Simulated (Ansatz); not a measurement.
Ansatz (a first-principles code) input for C3H7O2, SMILES C[C](O)CO, multiplicity 2, PBE-D3(BJ)/def2-SVP. 

Ansatz 0.2 input:
```yaml
crystal:
  periodic: [false, false, false]
  atoms:
    - {symbol: C, position_ang: [1.39738223, -0.80308678, 0.51981440]}
    - {symbol: C, position_ang: [0.54846911, 0.11364096, -0.29149688]}
    - {symbol: O, position_ang: [0.71427161, 1.43924654, 0.04577969]}
    - {symbol: C, position_ang: [-0.81769047, -0.29590748, -0.73295396]}
    - {symbol: O, position_ang: [-1.73006525, -0.49152713, 0.35020439]}
    - {symbol: H, position_ang: [1.01085487, -0.91466067, 1.55351282]}
    - {symbol: H, position_ang: [1.42114460, -1.80809107, 0.07188572]}
    - {symbol: H, position_ang: [2.42705500, -0.41957301, 0.59165612]}
    - {symbol: H, position_ang: [0.17235353, 1.98162062, -0.54485704]}
    - {symbol: H, position_ang: [-0.77202615, -1.25926758, -1.26382671]}
    - {symbol: H, position_ang: [-1.21576617, 0.45199857, -1.45490149]}
    - {symbol: H, position_ang: [-1.68623166, 0.29833770, 0.90647658]}
basis:
  gaussian:
    orbitals: def2-SVP
hamiltonian:
  xc: pbe
  dispersion: d3bj
magnetization: {spin_polarized: true, initial_magnetization: 1}
relax: {f_tol: 0.002, max_steps: 200}
```

It prints:

```
WARN ansatz: RAYON_NUM_THREADS=1 ignored (pool sized by the plan → 1); use --threads N
Functional definition: PBE
integrals: 0.05 GiB planned
1166 factors; their error is unknown
mean field: 0.36 GiB planned
mean field evaluation 1: about -7292.7719 eV, gradient 4.9e1 eV
mean field evaluation 2: about -7278.0632 eV, gradient 7.6e1 eV
mean field evaluation 4: about -7303.2619 eV, gradient 4.6e0 eV
mean field evaluation 8: about -7303.3559 eV, gradient 1.4e-1 eV
mean field evaluation 16: about -7303.3019 eV, gradient 2.6e-4 eV
mean field -7303.30194042 eV, -268.3913959546 hartree, gradient 4.6e-5 eV, S^2 0.752528; 0 other end points of the search recorded, 0 dependent functions left out
the calculation of the forces begins
reference -7303.30197100 eV, -268.3913970783 hartree; 21, 20 occupied and 84, 85 virtual orbitals, 1166 factors
relax step   1: F+E_penalty+E_count = -7303.51497480 eV  Δ(F+E_penalty+E_count) = +0.000e0 eV  max|allowed force component| = 4.731e-1 eV/Å  Δτ_max = 0.0000 Å  (31 SCF iters, accepted)
these checks for a lower state are left out or cut short: starts, cluster_reference, orbital_swaps, neighbouring_geometries, increment
integrals: 0.05 GiB planned
1166 factors; their error is unknown
mean field: 0.36 GiB planned
mean field -7303.31398980 eV, -268.3918387611 hartree, gradient 1.7e-5 eV, S^2 0.752555; 0 other end points of the search recorded, 0 dependent functions left out
the calculation of the forces begins
reference -7303.31402050 eV, -268.3918398893 hartree; 21, 20 occupied and 84, 85 virtual orbitals, 1166 factors
relax step   2: F+E_penalty+E_count = -7303.52649796 eV  Δ(F+E_penalty+E_count) = -1.152e-2 eV  max|allowed force component| = 1.633e-1 eV/Å  Δτ_max = 0.0112 Å  (33 SCF iters, accepted)
these checks for a lower state are left out or cut short: starts, cluster_reference, orbital_swaps, neighbouring_geometries, increment
integrals: 0.05 GiB planned
1166 factors; their error is unknown
mean field: 0.36 GiB planned
mean field evaluation 32: about -7303.3164 eV, gradient 1.8e-5 eV
mean field -7303.31643339 eV, -268.3919285613 hartree, gradient 1.8e-5 eV, S^2 0.752577; 0 other end points of the search recorded, 0 dependent functions left out
the calculation of the forces begins
reference -7303.31646414 eV, -268.3919296916 hartree; 21, 20 occupied and 84, 85 virtual orbitals, 1166 factors
relax step   3: F+E_penalty+E_count = -7303.52861090 eV  Δ(F+E_penalty+E_count) = -2.113e-3 eV  max|allowed force component| = 5.000e-2 eV/Å  Δτ_max = 0.0104 Å  (33 SCF iters, accepted)
these checks for a lower state are left out or cut short: starts, cluster_reference, orbital_swaps, neighbouring_geometries, increment
integrals: 0.05 GiB planned
1166 factors; their error is unknown
mean field: 0.36 GiB planned
mean field -7303.31628249 eV, -268.3919230158 hartree, gradient 1.7e-5 eV, S^2 0.752591; 0 other end points of the search recorded, 0 dependent functions left out
the calculation of the forces begins
reference -7303.31631322 eV, -268.3919241452 hartree; 21, 20 occupied and 84, 85 virtual orbitals, 1166 factors
relax step   4: F+E_penalty+E_count = -7303.52846548 eV  Δ(F+E_penalty+E_count) = +1.454e-4 eV  max|allowed force component| = 7.372e-2 eV/Å  Δτ_max = 0.0145 Å  (33 SCF iters, rejected (line search))
these checks for a lower state are left out or cut short: starts, cluster_reference, orbital_swaps, neighbouring_geometries, increment
integrals: 0.05 GiB planned
1166 factors; their error is unknown
mean field: 0.36 GiB planned
mean field -7303.31669047 eV, -268.3919380091 hartree, gradient 1.7e-5 eV, S^2 0.752582; 0 other end points of the search recorded, 0 dependent functions left out
the calculation of the forces begins
reference -7303.31672122 eV, -268.3919391391 hartree; 21, 20 occupied and 84, 85 virtual orbitals, 1166 factors
relax step   5: F+E_penalty+E_count = -7303.52884272 eV  Δ(F+E_penalty+E_count) = -2.318e-4 eV  max|allowed force component| = 1.643e-2 eV/Å  Δτ_max = 0.0070 Å  (34 SCF iters, accepted)
these checks for a lower state are left out or cut short: starts, cluster_reference, orbital_swaps, neighbouring_geometries, increment
integrals: 0.05 GiB planned
1166 factors; their error is unknown
mean field: 0.36 GiB planned
mean field -7303.31683354 eV, -268.3919432668 hartree, gradient 1.7e-5 eV, S^2 0.752586; 0 other end points of the search recorded, 0 dependent functions left out
the calculation of the forces begins
reference -7303.31686429 eV, -268.3919443967 hartree; 21, 20 occupied and 84, 85 virtual orbitals, 1166 factors
relax step   6: F+E_penalty+E_count = -7303.52891343 eV  Δ(F+E_penalty+E_count) = -7.071e-5 eV  max|allowed force component| = 5.099e-3 eV/Å  Δτ_max = 0.0120 Å  (34 SCF iters, accepted)
these checks for a lower state are left out or cut short: starts, cluster_reference, orbital_swaps, neighbouring_geometries, increment
integrals: 0.05 GiB planned
1166 factors; their error is unknown
mean field: 0.36 GiB planned
mean field -7303.31686294 eV, -268.3919443469 hartree, gradient 1.6e-5 eV, S^2 0.752588; 0 other end points of the search recorded, 0 dependent functions left out
the calculation of the forces begins
reference -7303.31689368 eV, -268.3919454767 hartree; 21, 20 occupied and 84, 85 virtual orbitals, 1166 factors
relax step   7: F+E_penalty+E_count = -7303.52892713 eV  Δ(F+E_penalty+E_count) = -1.370e-5 eV  max|allowed force component| = 3.397e-3 eV/Å  Δτ_max = 0.0045 Å  (26 SCF iters, accepted)
these checks for a lower state are left out or cut short: starts, cluster_reference, orbital_swaps, neighbouring_geometries, increment
integrals: 0.05 GiB planned
1166 factors; their error is unknown
mean field: 0.36 GiB planned
mean field evaluation 64: about -7303.3169 eV, gradient 2.5e-4 eV
mean field -7303.31688071 eV, -268.3919449999 hartree, gradient 8.7e-6 eV, S^2 0.752588; 0 other end points of the search recorded, 0 dependent functions left out
the calculation of the forces begins
reference -7303.31691145 eV, -268.3919461298 hartree; 21, 20 occupied and 84, 85 virtual orbitals, 1166 factors
relax step   8: F+E_penalty+E_count = -7303.52892970 eV  Δ(F+E_penalty+E_count) = -2.566e-6 eV  max|allowed force component| = 1.923e-3 eV/Å  Δτ_max = 0.0019 Å  (25 SCF iters, accepted)
integrals: 0.05 GiB planned
1166 factors; their error is unknown
mean field: 0.36 GiB planned
mean field -7303.31688071 eV, -268.3919449999 hartree, gradient 8.8e-6 eV, S^2 0.752588; 1 other end points of the search recorded, 0 dependent functions left out
the calculation of the forces begins
reference -7303.31691145 eV, -268.3919461298 hartree; 21, 20 occupied and 84, 85 virtual orbitals, 1166 factors
Total energy: -7303.52896044 eV, -268.3997387865 hartree
Atom 0 at     1.398736    -0.801448     0.527647 Å, force     0.000123    -0.000319    -0.000008 eV/Å
Atom 1 at     0.545575     0.114501    -0.279834 Å, force     0.000527     0.001309    -0.000477 eV/Å
Atom 2 at     0.741037     1.449786     0.023884 Å, force     0.000505    -0.000138     0.000734 eV/Å
Atom 3 at    -0.819493    -0.287827    -0.729392 Å, force    -0.000663    -0.001923    -0.000144 eV/Å
Atom 4 at    -1.748163    -0.514980     0.345629 Å, force     0.000316    -0.000479    -0.001569 eV/Å
Atom 5 at     1.029413    -0.909989     1.577054 Å, force    -0.000010     0.000089     0.000555 eV/Å
Atom 6 at     1.410037    -1.816575     0.083883 Å, force    -0.000224    -0.000044    -0.000021 eV/Å
Atom 7 at     2.439690    -0.423626     0.584156 Å, force     0.000388     0.000075    -0.000125 eV/Å
Atom 8 at     0.161966     1.974108    -0.563068 Å, force    -0.000125     0.000853    -0.000166 eV/Å
Atom 9 at    -0.772548    -1.247542    -1.284600 Å, force    -0.000636    -0.000718    -0.000039 eV/Å
Atom 10 at    -1.213589     0.479910    -1.448851 Å, force     0.000033     0.000397     0.000232 eV/Å
Atom 11 at    -1.702911     0.276412     0.914786 Å, force    -0.000234     0.000899     0.001028 eV/Å
Dipole moment:    -0.027269     0.272843    -0.120276 e Å
```

The run converged.

Cost: around 30 core-seconds (rough).
